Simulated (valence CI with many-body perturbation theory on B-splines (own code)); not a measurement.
# Fe¹⁹⁺ in brief

Method: valence CI with perturbative core correlation (CI+MBPT): five valence electrons over a frozen Dirac-Fock core [He], radial functions for each j: 9 s, 9 p, 8 d, 6 f, 3 g, 1 h, with the one-electron correlation potential Σ1, the two-electron term Σ2, the three-electron term Σ3, Breit, model QED; selected CI, second order for the rest (own B-spline code, finite nucleus).

No measured levels were compared; by estimate levels of excited configurations hold to 0.05 to 0.15 % of their energy, terms of the ground configuration to about 0.5 %. Among the levels kept, up to 2800 cm⁻¹ of a level comes from second order outside the variational space, and about a tenth of that is noise between levels of different J, which matters for small intervals.

Rates and lifetimes use the calculated energies. Strong lines usually hold to 10 to 20 %, long lifetimes can be off by a factor of two.

Problem. What is the ground level?

Solution. 2s2 2p3 4S°_3/2, composition 88 % 2s2 2p3 4S° + 10 % 2s2 2p3 2P° + 2 % 2s2 2p3 2D°, g = 1.905.

Problem. Where does the other parity begin?

Solution. At 2s 2p4 4P_5/2, 752.88 × 10³ cm⁻¹.

Problem. What are the static dipole polarisabilities of the lowest levels?

Solution. 2s2 2p3 4S°_3/2 0.0108 (tensor 0.00012); 2s2 2p3 2D°_3/2 0.00951 (tensor 0.0020); 2s2 2p3 2D°_5/2 0.00967 (tensor 0.00069); 2s2 2p3 2P°_1/2 0.00850 bohr³, of which the core gives 2.01e-05.

Problem. What is the ionisation energy?

Solution. 1573.1 eV; NIST lists 1575.6 ± 0.5 eV (measured).

Problem. Name the longest-lived excited levels whose lifetime is computed, and their main decay.

Solution. 2s2 2p3 2D°_5/2 at 176.40 × 10³ cm⁻¹ lives 590 μs, mostly by M1 to 2s2 2p3 4S°_3/2; 2s2 2p3 2D°_3/2 at 138.90 × 10³ cm⁻¹ lives 63.0 μs, mostly by M1 to 2s2 2p3 4S°_3/2; 2s2 2p3 2P°_1/2 at 260.72 × 10³ cm⁻¹ lives 26.8 μs, mostly by M1 to 2s2 2p3 4S°_3/2.
